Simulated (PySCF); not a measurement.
Species: trimethyl arsine, C3H9As.
SMILES: `C[As](C)C`

Method used: TDDFT CAM-B3LYP/aug-cc-pVTZ, vertical, gas phase, core orbitals frozen in the response (PySCF). Geometry: PBE0-D3(BJ)/def2-TZVP; no solvent, vibrations or thermal averaging. Relativistic effects, spin–orbit coupling among them, are left out although an element past zinc is present.

Broadening: Gaussians 0.3 eV wide at half height, area fixed by f = 4.319×10⁻⁹ ∫ε dν̃. The width is an assumption, not a result. The curve ends short of the highest state used, and states not computed would add to its high-energy end.

```csv
λ (nm),ε (L mol⁻¹ cm⁻¹)
191.5,10729
192.6,14178
193.7,17252
194.8,19448
195.9,20486
197.0,20434
198.1,19680
199.2,18780
200.3,18236
201.3,18273
202.4,18851
203.5,19680
204.6,20301
205.7,20295
206.8,19418
207.9,17663
209.0,15229
210.1,12439
211.2,9631
212.3,7079
213.4,4948
214.5,3296
215.6,2098
216.7,1279
217.7,787
218.8,446
219.9,244
221.0,130
222.1,67
223.2,34
224.3,17
225.4,8
226.5,4
227.6,2
228.7,1
229.8,0
```

Problem. Locate the maxima and give the states behind the curve.

Solution. 205 nm (6.04 eV), ε about 20000, made up of S2 (47%) and S3 (46%); 196 nm (6.31 eV), ε about 21000, made up of S4 (93%) (ε in L mol⁻¹ cm⁻¹; maxima over ε = 5, shares over 10%). The states used: S1 5.85 eV (f 0.0016); S2 6.02 eV (f 0.107); S3 6.02 eV (f 0.106); S4 6.33 eV (f 0.216); S5 6.95 eV (f 0.0041); S6 6.98 eV (f 0.011); S7 6.99 eV (f 0.011); S8 7.07 eV (f 0.0002); S9 7.07 eV (f 0.0003).

Problem. Coming from long wavelengths, where does ε first pass 100 L mol⁻¹ cm⁻¹?

Solution. At about 221 nm (5.60 eV), 0.25 eV below S1.

Problem. On this curve, what absorbance would a 10⁻⁴ mol/L sample give at 193 nm over a 1 cm path?

Solution. 193 nm is 6.424 eV, where ε is about 15000 L mol⁻¹ cm⁻¹, so A = ε c l ≈ 1.5 (Beer–Lambert, with the gas-phase spectrum and the assumed width).

Problem. What would ε be at 6.31 eV, the highest of these maxima, with half the width (0.15 eV)?

Solution. About 36000 L mol⁻¹ cm⁻¹ against 20600, a factor of about 1.8; a lone state at its own centre would give exactly 2.

Hardware: Intel Xeon 6975P-C, 2 threads, shared host. Cost: 36 s wall, 80 s CPU, 2.2 GiB resident at most.
